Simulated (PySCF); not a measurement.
# Spin–spin coupling constants

Bonds (- single, = double, # triple, : aromatic): C1-N2 1.440 Å, N2-C3 1.439 Å, N2-Ge4 1.902 Å, Ge4-C5 2.067 Å, C5=O6 1.232 Å, C5-O7 1.235 Å. C1 carries H8, H9, H10; C3 carries H11, H12, H13; Ge4 carries H14, H15. Formal charges: O7 -1.

Total charge -1.

Indirect spin–spin couplings were computed at B3LYP/pcJ-1 (pcSseg-1 on Ge) (spin–dipole term only in couplings to heteroatoms) (PySCF 2.14.0 with density-fitted response routines) on a PBE0-D3(BJ)/def2-SVP structure, for the isolated molecule, without vibrational or relativistic corrections. Couplings are averaged over pairs made equivalent by symmetry, fast rotation or ring inversion, so a value needn't be that of the named pair in this geometry, while other rotamers aren't included; one pair stands for each set, and the list holds those of at least 1.5 Hz over up to four bonds, among pairs with at least one C or N or H atom (others weren't computed).

Isotopes: 13C, 1H, 17O, 15N. Couplings to quadrupolar nuclei such as 17O and 33S are rarely resolved in practice.

```
    pair  bonds  J (Hz)
  C1, N2      1       ?
  C1, H8      1   135.5
  C5, O6      1    36.1
  N2, H8      2    -2.2
 N2, H14      2       ?
 C5, H14      2    12.7
  H8, H9      2   -11.5
H14, H15      2       ?
 C1, H11      3     6.9
 C1, H14      3     3.6
 O6, H14      3       ?
 O7, H14      3    -3.0
```

Estimate the withheld couplings, with signs.

## Answers


- 1J(C1,N2) = -3.1 Hz (bond length 1.440 Å)
- 2J(N2,H14) = -5.9 Hz (angle at Ge4 101°)
- 2J(H14,H15) = 13.4 Hz (angle at Ge4 106°)
- 3J(O6,H14) = -2.7 Hz (mean over equivalent pairs that range from -5.6 to 0.2 Hz in this conformer)

Relativistic effects of the heavier atoms present are left out.
